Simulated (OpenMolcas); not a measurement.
# What dynamic correlation does to the levels of Fe4+

* Program: OpenMolcas 26.06
* Basis: ANO-RCC-VTZP [6s5p3d2f1g]
* Scalar Hamiltonian: DKH2, point nucleus
* Active space: 4 electrons in 5 orbitals (3d)
* State averaging: 2S+1 = 5 even, 5 roots; 2S+1 = 3 even, 45 roots; 2S+1 = 1 even, 50 roots
* Spin-orbit coupling: RASSI with atomic mean-field integrals over the reference wave functions, term energies averaged over their components

Methods on the same reference wave functions:
A. CASSCF
B. SS-CASPT2, IPEA 0.25 Eh, imaginary shift 0.1 Eh (closed shells correlated: 3s 3p)
C. MS-CASPT2, IPEA 0.25 Eh, imaginary shift 0.1 Eh (closed shells correlated: 3s 3p)
D. XMS-CASPT2, IPEA 0.25 Eh, imaginary shift 0.1 Eh (closed shells correlated: 3s 3p)

Energies in cm⁻¹ above 3d⁴ ⁵D₀, the measured ground level; measured values from Corliss and Sugar, J. Phys. Chem. Ref. Data 11, 135 (1982).

```
     Level      A      B      C      D  Measured
   3d⁴ ⁵D₀    0.0    0.0    0.0    0.0       0.0
   3d⁴ ⁵D₁    151    154    154    154       142
   3d⁴ ⁵D₂    446    452    452    450       417
   3d⁴ ⁵D₃    869    876    877    875       803
   3d⁴ ⁵D₄   1406   1411   1411   1410      1283
   3d⁴ ³H₄  27122  25410  25410  26230     24932
   3d⁴ ³H₅  27439  25740  25740  26570     25226
   3d⁴ ³H₆  27790  26110  26110  26930     25528
3d⁴ ³P₀(1)  28975  24580  24570  25520     24055
3d⁴ ³P₁(1)  29866  25500  25490  26440     24973
3d⁴ ³F₂(1)  31244  27360  27360  28260     26761
3d⁴ ³F₃(1)  31322  27460  27460  28360     26842
3d⁴ ³P₂(1)  31430  27050  27050  28000     26468
3d⁴ ³F₄(1)  31480  27620  27620  28520     26974
   3d⁴ ³G₃  34217  30570  30570  31520     29817
   3d⁴ ³G₄  34593  30960  30960  31900     30147
   3d⁴ ³G₅  34885  31270  31270  32220     30430
   3d⁴ ¹I₆  40856  38540  38540  39250     37512
3d⁴ ¹G₄(1)  43141  38090  38090  38690     36586
   3d⁴ ³D₃  44116  37720  37720  38770     36630
   3d⁴ ³D₂  44235  37850  37850  38900     36758
   3d⁴ ³D₁  44379  37990  37990  39040     36925
3d⁴ ¹S₀(1)  50007  41110  41110  42390     39633
3d⁴ ¹D₂(1)  53408  48030  48030  48360     46291
```

Deviations, from unrounded energies. A percentage is the sum of absolute deviations over the sum of measured energies, with the sign that they share, or ± where signs differ.

```json
{"Against measurement": "mean absolute deviation (cm-1)", "Levels": "23", "A": "4300", "B": "730", "C": "730", "D": "1500"}
{"Against measurement": "fine structure of the ground term (%)", "Levels": "4", "A": "+8.6", "B": "+9.3", "C": "+9.4", "D": "+9.2"}
{"Against measurement": "other terms of the ground configuration (%)", "Levels": "19", "A": "+16.5", "B": "+2.8", "C": "+2.8", "D": "+5.6"}
```

B, C lie about equally close to measurement and A furthest from it. The largest miss of C in the table is 3d⁴ ¹D₂(1), by +1700 cm-1. The ranking rests on the paired levels alone, and a cruder setting can come out closer through cancelling errors.

Among B to D the level of the table that moves most is 3d⁴ ¹S₀(1), by 1300 cm-1 (lowest in B, highest in D). Moves below CASPT2's spread within the term are not significant.

The mean deviations of B to D differ by less than CASPT2's widest spread within a term (1400 cm-1), so their order carries little weight.

From A to B the spin-free energies of the other terms of 3d⁴ shown, above ⁵D, scale by factors of 0.82 to 0.94, as is usual when dynamic correlation screens the repulsion within a d or f shell.

The lowest spin-free term lies below A's lowest term by 0.331 hartree in B, 0.331 hartree in C, 0.337 hartree in D.

CASPT2 breaks the degeneracy within a term, and the mean is taken; among the terms shown or strongly mixed into the levels shown the widest spread is 1400 cm-1 (3d⁴ ¹I, D). The CASPT2 spread within a term exceeds the gap to the next term for 3d⁴ ³D and 3d⁴ ¹G(1), so the order of their levels is uncertain (figures for B; the like holds for C, D). Without dynamic correlation excited terms often stand tens of per cent too high (terms of higher spin than the ground term too low), and those without a measured partner can miss by more than the paired ones (holds for A). Measured partners are found by configuration, term and J. A level has none where our copy of the source lacks it or the pairing is in doubt (some pairs that miss far off the trend of their configuration count as doubtful), and it then counts in no deviation. Only configurations of the active space appear. Levels that lie high or do not pair safely by name in every column are left out.

A number in round brackets counts repeated terms of one configuration in the order of the reference energies.
